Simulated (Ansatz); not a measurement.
Gas-phase electronic energies from Ansatz, PBE0-D4/def2-TZVP geometries. CCSD(T)/CBS adds triple-zeta CCSD(T) − MP2 to the extrapolated MP2 energy (def2 sets, frozen cores). This one scheme is used for every species. Functionals use def2-TZVPP. B3LYP here is the variant with VWN-RPA as its local correlation; programs differ in this. Each species was taken in one conformer, which may not be the lowest.

`N[SiH2]S[SiH2]N` + `BO` → `BO[SiH2]N` + `N[SiH2]S`  (ligand exchange at the Si–S bond)

```json
{"level": "PBE-D4", "ΔE (eV)": "-0.06"}
{"level": "PBE0-D4", "ΔE (eV)": "-0.11"}
{"level": "B3LYP-D4", "ΔE (eV)": "-0.24"}
{"level": "ωB97X-V", "ΔE (eV)": "-0.24"}
{"level": "PBE0", "ΔE (eV)": "-0.18"}
{"level": "HF/def2-TZVPP", "ΔE (eV)": "-0.54"}
{"level": "HF/def2-QZVPP", "ΔE (eV)": "-0.57"}
{"level": "MP2/CBS(def2)", "ΔE (eV)": "-0.19"}
```

Task: What does CCSD(T)/CBS give? (Estimate.)

Result: Computed: -0.24 eV. The listed levels differ from it by 0.18, 0.13, 0.00, 0.00, 0.06, -0.30, -0.33, 0.05 eV.

Largest T1 diagnostic among the species: 0.014.

The D4 term adds +0.13 eV with B3LYP and +0.07 eV with PBE0; it sums over pairs of atoms, weighted by their polarisabilities, and B3LYP, whose exchange is more repulsive, gets the larger term. In def2-TZVPP, CCSD(T) changes the Hartree–Fock value by +0.29 eV (the triples alone add +0.06 eV) and MP2 by +0.33 eV.
